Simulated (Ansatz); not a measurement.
[V(H2S)Cl5]2- (VH2SCl5²⁻). The state is a triplet with charge -2. Geometry relaxed at PBE-D4/def2-SVPD.

```xyz
9

V    -0.214    0.748    0.167
S     1.208   -1.374   -0.940
H     1.366   -1.794    0.354
H    -0.178   -1.652   -0.875
Cl   -1.685    2.309    1.084
Cl   -0.462    1.271   -2.135
Cl    0.249   -0.514    2.185
Cl    1.758    2.042    0.414
Cl   -2.042   -1.036   -0.254
```

A multiply charged anion in the gas phase is held together partly by the finite basis.

(1) Estimate the harmonic wavenumbers at UKS PBE-D4/def2-SVPD (Ansatz, unscaled). Is this a minimum?

Results:

(1) 56, 63, 88, 93, 98, 126, 128, 139, 140, 151, 191, 232, 268, 274, 294, 316, 379, 548, 1120, 2044, 2538 cm⁻¹. Yes, no mode is imaginary beyond noise. Zero-point energy 55.5 kJ/mol. Run time 4.4 min (4 threads of Intel Xeon Platinum 8375C on a shared host), peak host memory 1 GiB.
